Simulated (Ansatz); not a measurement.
Basis sets compared for `Sc1cnc(-c2cnc(-c3cnc(-c4cnc(S)s4)s3)s2)s1`. Charge 0, multiplicity 1. Geometry PBE-D4/def2-SVP. Ansatz on 2 threads of AMD EPYC 7R13 on a shared host and a share (18 GiB) of an NVIDIA H100 80GB HBM3; times are rough, and most runs start from earlier orbitals.

| atom | x (Å) | y (Å) | z (Å) |
| --- | --- | --- | --- |
| S1 | -4.955 | 3.107 | -6.148 |
| C2 | -3.882 | 2.645 | -4.834 |
| C3 | -3.114 | 3.422 | -3.971 |
| N4 | -2.382 | 2.741 | -3.048 |
| C5 | -2.548 | 1.438 | -3.150 |
| C6 | -1.909 | 0.456 | -2.313 |
| C7 | -2.000 | -0.939 | -2.319 |
| N8 | -1.265 | -1.598 | -1.392 |
| C9 | -0.580 | -0.752 | -0.636 |
| C10 | 0.291 | -1.171 | 0.435 |
| C11 | 0.550 | -2.483 | 0.840 |
| N12 | 1.409 | -2.633 | 1.878 |
| C13 | 1.849 | -1.465 | 2.318 |
| C14 | 2.773 | -1.306 | 3.410 |
| C15 | 3.324 | -0.164 | 3.983 |
| N16 | 4.183 | -0.359 | 5.024 |
| C17 | 4.315 | -1.644 | 5.279 |
| S18 | 5.334 | -2.308 | 6.548 |
| S19 | 3.383 | -2.723 | 4.245 |
| S20 | 1.200 | -0.070 | 1.440 |
| S21 | -0.817 | 0.952 | -1.045 |
| S22 | -3.663 | 0.958 | -4.450 |
| H23 | -4.730 | 4.444 | -6.002 |
| H24 | -3.076 | 4.521 | -4.006 |
| H25 | -2.626 | -1.506 | -3.025 |
| H26 | 0.088 | -3.353 | 0.353 |
| H27 | 3.105 | 0.859 | 3.644 |
| H28 | 5.743 | -1.069 | 6.942 |

Single mean-field runs in def2-TZVP are fitted with def2-universal-jkfit.

Binding counts from free atoms (S triplet, C triplet, N quartet, H doublet) in the same basis, without a counterpoise term.

| level | functions | energy (Eh) | HOMO (eV) | LUMO (eV) | binding per atom (eV) | wall time |
| --- | --- | --- | --- | --- | --- | --- |
| PBE-D4/def2-SVP | 362 | -3066.0596 | -4.99 | -3.19 | 5.23 | 2.8 s |
| PBE0-D4/def2-SVP | 362 | -3066.2399 | -5.87 | -2.70 | 5.02 | 3.1 s |

Task: Estimate the rows for PBE-D4/def2-TZVP, PBE0-D4/def2-TZVP (with forces).

Result: 
```json
{"level": "PBE-D4/def2-TZVP", "functions": "754", "energy (Eh)": "-3067.6265", "HOMO (eV)": "-5.05", "LUMO (eV)": "-3.31", "binding per atom (eV)": "5.17", "wall time": "3.7 s"}
{"level": "PBE0-D4/def2-TZVP (with forces)", "functions": "754", "energy (Eh)": "-3067.7999", "HOMO (eV)": "-5.85", "LUMO (eV)": "-2.75", "binding per atom (eV)": "4.97", "wall time": "7 s"}
```
